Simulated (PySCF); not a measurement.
Species: C5H7O3S (doublet state).
Z-matrix (Å and degrees, GFN2-xTB geometry), rows numbered from 1:
```
C 
C   1  1.5128
C   2  1.5563  1  116.78
C   3  1.5034  2   83.66  1  -115.82
C   4  1.3211  3   97.63  2     0.13
S   5  1.7551  2  128.23  1   -60.83
O   6  1.4259  5  107.73  2    12.33
O   6  1.4306  5  111.38  2   145.70
O   6  1.6179  5  100.99  2  -101.03
H   1  1.0877  2  110.71  3    45.51
H   1  1.0885  2  110.20  3   -75.01
H   1  1.0875  2  109.02  3   164.69
H   2  1.0911  1  112.22  3   132.11
H   3  1.0860  2  114.99  1    -1.70
H   3  1.0864  2  116.24  1   129.44
H   9  0.9578  6  108.50  5  -105.26
```

The hyperfine couplings belong to this conformer and change with its torsions.

The species is `C[C@@H]1C[C]=C1S(=O)(=O)O` [radical].

The calculation used PySCF 2.14.0, UKS B3LYP, pcH-1 on C H O S, non-relativistic, mean-field spin-orbit, GIAO. Isolated species at its GFN2-xTB geometry (one conformer only). The geometry wasn't refined by DFT: couplings that depend on bond lengths, twists or pyramidal angles can differ widely from those at the functional's own minimum. No stability test was run, so a lower SCF solution isn't excluded.

(1) Match the computed a_iso(13C) values +371.4, +72.7, +23.7, +7.2, -2.3 MHz with the sites C1; C2; C3; C4; C5.

Answers

(1) 
| site | a_iso (MHz) | ρ(0) (bohr⁻³) | position | distance from C4 (Å) | spin population | largest \|T\| (MHz) |
| --- | --- | --- | --- | --- | --- | --- |
| C1 | +7.2 | +0.0064 | 3 bonds from C4 | 3.18 | +0.01 | 3.8 |
| C2 | +72.7 | +0.0647 | 2 bonds from C4 | 2.04 | +0.08 | 18.6 |
| C3 | +23.7 | +0.0211 | 1 bond from C4 | 1.50 | +0.05 | 25.6 |
| C4 | +371.4 | +0.3305 | largest spin population | 0.00 | +0.91 | 130.8 |
| C5 | -2.3 | -0.0020 | 1 bond from C4 | 1.32 | -0.08 | 29.6 |

ρ(0) is the spin density at the nucleus and T the dipolar tensor; a_iso includes a spin–orbit part; entries for several nuclei are means. The largest Mulliken spin populations are on C4 (+0.91), C2 (+0.08) and C5 (-0.08). No atom but C4 exceeds +0.15. The positive populations add up to 1.09 and the negative ones to -0.09, together 2S = 1.

The spin density at the nucleus, in bohr⁻³, is negative for C5 (-0.0020) and O9 (-0.0017), for instance. A restricted open-shell determinant has no negative spin density anywhere; here it arises because α and β orbitals differ (spin polarisation).

Nuclei that the bonding pattern makes equivalent are averaged, as if the motion that swaps them (rotation, inversion, ring flip) were fast.

Time: 2.4 min wall (with the writing of density and orbital grids); peak memory 1.1 GiB. Hardware: one thread of an Arm Neoverse V1, shared host with 32 logical CPUs at a one-minute load of 21.
